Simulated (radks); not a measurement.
Results of a calculation; reference values are marked as such.
Problem. The mean radii <r> (bohr) of the occupied orbitals of an atom or ion are listed with their occupations. Code: a radial shooting solver on a logarithmic mesh with Libxc functionals. Model: scalar-relativistic Kohn-Sham, BLYP, spin-polarised, spherical densities, finite nucleus; Fermi nuclear charge, rms radius of each element as measured or else 0.836 A^(1/3) + 0.57 fm.

orbital  occ.     <r>
1s          2  0.4209
2s          2   2.605

Name the element and its charge. Open shells, if any, are filled with parallel spins first.

Solution. Z = 4, beryllium, charge 0: Be in [He] 2s2. The 1s radius gives Z: for a bare nucleus <r> = (2 gamma + 1)/(2Z) with gamma = sqrt(1 - (Z/c)^2), 0.3749 bohr for Z = 4, and screening makes it slightly larger (0.4209 here). The occupations add up to 4, and the charge is Z minus that.
